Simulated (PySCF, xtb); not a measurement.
Si(F)(Me)2(Cl) (C2H6ClFSi), SMILES [Si](C)(F)(Cl)C.

GFN2-xTB run with xtb at its own geometry gives an orbital gap of 6.80 eV and a dipole moment of 2.61 D.

Coordinates come from a PBE0-D3(BJ)/def2-SVP optimisation.

Task: What does ωB97X/def2-TZVP (PySCF) give? (The exact figures need the calculation; the answer reports its results.)

Result: gap 14.02 eV (levels -11.16 and 2.85 eV), dipole 2.53 D.
